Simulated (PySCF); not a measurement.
Job file and geometry (Å, from GFN2-xTB) of an NMR shielding run on SMILES C=C[SiH2][C@](F)(C[SiH3])SC, C$_{5}$H$_{13}$FSSi$_{2}$, PySCF, GIAO PBE0/pcSseg-1 NMR shielding, non-relativistic, gas phase; density fitting, a coarse starting grid and PySCF grid level 2 are the driver's defaults:

```
$ OMP_NUM_THREADS=1 python probes_run.py task.json out

{"job": {"kind": "nmr", "xc": "PBE0", "basis": "pcSseg-1"}, "charge": 0, "multiplicity": 1}
C      3.580126    -0.242049     0.715749
C      2.364853     0.127929     1.088203
Si     1.160991     1.080867     0.007504
C     -0.492801     0.079843    -0.011372
F     -1.146289     0.290877     1.203562
C     -0.299193    -1.411755    -0.197785
Si    -1.940834    -2.390623    -0.238778
S     -1.612953     0.676779    -1.340318
C     -1.938526     2.372096    -0.777253
H      3.966266    -0.014793    -0.264356
H      4.247223    -0.785552     1.367355
H      2.035556    -0.128125     2.089147
H      1.607570     1.177865    -1.382004
H      0.888329     2.394248     0.599915
H      0.257112    -1.564164    -1.122643
H      0.331050    -1.769271     0.619313
H     -2.510400    -2.335271    -1.582807
H     -1.593454    -3.772512     0.108123
H     -2.866201    -1.844153     0.749200
H     -2.815775     2.709869    -1.319690
H     -1.089686     3.011733    -1.001131
H     -2.143375     2.355546     0.288433
```

Q: What does the program print?

A: 
```
coarse grid: 19448 points
cycle   1  E = -1274.4055273381  dE =  6.404e-01  |g| = 5.817e-01  |ddm| = 4.198e+00
cycle   2  E = -1274.3629409637  dE =  4.259e-02  |g| = 7.879e-01  |ddm| = 9.601e-01
cycle   3  E = -1274.4745986829  dE = -1.117e-01  |g| = 9.488e-02  |ddm| = 5.690e-01
cycle   4  E = -1274.4761595822  dE = -1.561e-03  |g| = 3.736e-02  |ddm| = 1.087e-01
cycle   5  E = -1274.4764742860  dE = -3.147e-04  |g| = 7.364e-03  |ddm| = 3.949e-02
cycle   6  E = -1274.4764866299  dE = -1.234e-05  |g| = 3.005e-03  |ddm| = 1.180e-02
cycle   7  E = -1274.4764887765  dE = -2.147e-06  |g| = 8.438e-04  |ddm| = 3.587e-03
final grid: 173080 points
cycle   8  E = -1274.5388011246  dE = -4.156e-05  |g| = 9.776e-03  |ddm| = 3.064e-02
cycle   9  E = -1274.5387869995  dE =  1.413e-05  |g| = 1.269e-02  |ddm| = 1.830e-02
cycle  10  E = -1274.5388236522  dE = -3.665e-05  |g| = 1.186e-03  |ddm| = 1.054e-02
cycle  11  E = -1274.5388239112  dE = -2.590e-07  |g| = 3.437e-04  |ddm| = 1.139e-03
cycle  12  E = -1274.5388239363  dE = -2.505e-08  |g| = 6.968e-05  |ddm| = 3.444e-04
cycle  13  E = -1274.5388239374  dE = -1.140e-09  |g| = 2.740e-05  |ddm| = 1.098e-04
cycle  14  E = -1274.5388239376  dE = -1.833e-10  |g| = 7.957e-06  |ddm| = 3.153e-05
converged SCF energy = -1274.5388239376

GIAO shielding tensors (ppm)
atom      isotropic    diamagn.    paramagn.     s11        s22        s33       span
  0 C       40.576     252.274    -211.699    -88.535     46.152    164.110    252.646
  1 C       47.309     263.021    -215.713    -71.629     35.167    178.389    250.018
  2 Si     382.866     883.137    -500.271    336.535    400.597    411.466     74.932
  3 C       81.048     253.140    -172.092     48.402     63.687    131.056     82.653
  4 F      357.771     479.982    -122.210    318.350    374.664    380.300     61.951
  5 C      165.343     253.174     -87.831    152.385    156.559    187.085     34.699
  6 Si     434.538     879.593    -445.055    419.942    426.551    457.123     37.181
  7 S      456.723    1059.720    -602.997    270.417    396.566    703.187    432.770
  8 C      170.278     252.549     -82.271    156.503    167.230    187.100     30.598
  9 H       25.421      30.940      -5.519     21.139     24.914     30.210      9.071
 10 H       25.108      27.981      -2.873     21.384     24.582     29.357      7.973
 11 H       25.221      32.997      -7.776     22.058     24.742     28.864      6.807
 12 H       27.357      31.853      -4.497     23.719     26.800     31.551      7.832
 13 H       26.737      31.374      -4.637     22.724     27.147     30.339      7.616
 14 H       30.490      33.064      -2.575     26.530     29.207     35.732      9.202
 15 H       29.939      34.048      -4.109     23.380     30.406     36.031     12.651
 16 H       27.462      29.217      -1.756     23.045     26.740     32.601      9.556
 17 H       28.067      28.640      -0.574     24.265     25.749     34.186      9.920
 18 H       27.505      29.397      -1.891     23.433     27.248     31.835      8.403
 19 H       29.773      29.070       0.703     24.385     26.711     38.224     13.839
 20 H       29.260      31.149      -1.890     23.559     27.782     36.437     12.878
 21 H       29.032      31.899      -2.866     23.369     28.751     34.976     11.607
```

Q: Turn these shieldings into chemical shifts. Chemical shifts δ = σref − σ; TMS for $^{13}$C (σref 186.93) and $^{29}$Si (σref 349.16) and $^{1}$H (σref 31.72); CFCl3 for $^{19}$F (σref 170.95); $^{33}$S (σref 503.73) against CS2, all at this level.

A: Averaging equivalent atoms: C 0: 146.3; C 1: 139.6; C 3: 105.9; C 5: 21.6; C 8: 16.6; Si 2: -33.7; Si 6: -85.4; F 4: -186.8; S 7: 47; H 10: 6.61; H 11: 6.50; H 9: 6.30; H 13: 4.98; H 12: 4.36; H 16/17/18: 4.04; H 19/20/21: 2.36; H 15: 1.78; H 14: 1.23 ppm. Unscaled 19F shifts against computed CFCl3 carry errors that often reach 10 to 50 ppm.

Size and cost of the density-fitted run: 239 basis functions, 78 s wall time on 1 thread of an Intel Xeon, shared host; peak memory 1.1 GiB.
